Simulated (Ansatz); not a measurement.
(LiI)3 ring (Li₃I₃). Total charge 0; singlet. Geometry PBE0-D4/def2-SVP; atoms count from 1.

```xyz
6

Li   -1.8420    0.1663   -1.0150
I    -1.1449    2.5626   -0.4578
Li    0.9928    1.7351    0.6753
I     2.4827   -0.2241    1.3680
Li    0.8494   -1.9014    0.3397
I    -1.3380   -2.3385   -0.9103
```

In the def2 sets I takes a core potential; there is no spin–orbit coupling.

Q: Estimate the Mulliken populations from the PBE0/def2-TZVP orbitals of Ansatz.

A: 
```
atom  charge (e)
 Li1        0.69
  I2       -0.69
 Li3        0.69
  I4       -0.69
 Li5        0.69
  I6       -0.69
```
Mulliken values and Mayer orders depend strongly on the basis.
